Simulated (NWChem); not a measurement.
SiAsH₃F₂; SMILES F[SiH](F)[AsH2]

```xyz
7

Si     0.3839    -1.0151     0.0000
F     -0.3187    -1.6806     1.3144
F     -0.3187    -1.6806    -1.3144
As    -0.1024     1.2998     0.0000
H      1.8224    -1.4293     0.0000
H      0.9593     1.4986    -1.1008
H      0.9593     1.4986     1.1008
```
Atoms are numbered in this order, from 1.

Results from NWChem. Pople sets run with spherical d functions. Medium grid unless said otherwise, to which SCAN and Minnesota functionals are sensitive. Geometry: optimised at PBE-D3(BJ)/def2-SVP. B3LYP is NWChem's, with the RPA form of VWN correlation. Total energies of different functionals are on different scales.

```csv
level,energy (Ha),highest occupied level (eV),orbital gap (eV),dipole (D)
B3LYP/6-31G*,-2726.7240,-7.75,7.68,2.00
PBE/6-31G*,-2725.9818,-6.81,6.09,1.89
LRC-wPBEh/6-31G*,-2726.0977,-9.78,11.56,2.08
TPSS/6-31G*,-2726.6532,-6.97,6.34,1.83
MN15-L/6-31G*,-2726.4592,-7.19,6.70,1.82
M05-2X/6-31G*,-2726.5622,-9.25,___,___
PW6B95/6-31G*,-2728.1769,-8.05,8.20,2.06
Hartree-Fock/6-31G*,-2723.5656,-10.57,13.87,2.28
BLYP/6-31G*,-2726.6806,-6.64,6.06,1.83
CAM-B3LYP/6-31G*,-2726.7421,-9.20,10.41,2.07
```

Question: What belongs in the gaps?

Answer: 
- M05-2X/6-31G*, orbital gap (eV): 10.19
- M05-2X/6-31G*, dipole (D): 2.16
